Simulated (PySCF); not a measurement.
2-cyanoselenophene, C5H3NSe.
SMILES with atom numbers: `[N:1]#[C:2][c:3]1[cH:4][cH:5][cH:6][se:7]1` (hydrogens: H8 on C4; H9 on C5; H10 on C6)

Computed with PySCF at CAM-B3LYP/def2-SVPD, non-relativistic, on one gas-phase PBE0-D3(BJ)/def2-SVP geometry that isn't relaxed in the solvent. The solvent is an IEF-PCM continuum (Bondi radii, 1.10 Å for H, scaled by 1.2). Only the electrostatic response of the medium enters. Spin–orbit coupling is left out although an atom past zinc is present.

Gas phase at CAM-B3LYP/def2-SVPD: HOMO -8.68 eV, LUMO -0.96 eV, dipole 4.87 D.

Q: What does the continuum do to the energy, the frontier levels and the dipole at CAM-B3LYP/def2-SVPD in dichloromethane and acetone?

A: 
```
        solvent      ε  E(solvent) − E(gas) (kcal/mol)  polarisation term (kcal/mol)  distortion of the solute (kcal/mol)  HOMO (eV)  LUMO (eV)  dipole (D)
dichloromethane   8.93                           -5.85                         -7.12                                 1.27      -8.53      -0.81        6.38
        acetone  20.49                           -6.52                         -8.09                                 1.57      -8.52      -0.80        6.55
```

The first energy column is the sum of the next two and covers electrostatics alone. From dichloromethane to acetone the lowering changes by a factor 1.11, Onsager's factor (ε − 1)/(2ε + 1) by 1.10 and ε itself by 2.3.

Q: Which radius a makes the point-dipole formula ΔE = −[(ε − 1)/(2ε + 1)]·μ²/a³ give the value in acetone, with the gas-phase dipole?

A: μ = 1.915 au and |ΔE| = 0.01039 Eh give a = 2.90 Å; the farthest nucleus lies 3.53 Å from the centroid of the nuclei, so such a sphere wouldn't even hold the nuclei. The formula assumes a rigid point dipole at the centre of a sphere.

Q: How does the static polarisability (CAM-B3LYP/def2-SVPD, frozen core, with the continuum's full static response) change?

A: 
```tsv
medium	isotropic (au)	principal values (au)	⟨r²⟩ of the electrons (bohr²)
gas	86.4	52.6, 90.0, 116.5	961.2
dichloromethane	117.6	69.6, 124.2, 159.1	962.3
acetone	122.1	72.6, 129.0, 164.6	962.4
```

The isotropic value in acetone is 1.41 times the gas-phase one; no cavity-field correction is applied. ⟨r²⟩ is taken about the centre of nuclear charge.

The run took about 50 s of CPU time (one thread, shared machine). This is the whole response run at CAM-B3LYP/def2-SVPD in acetone, SCF included.
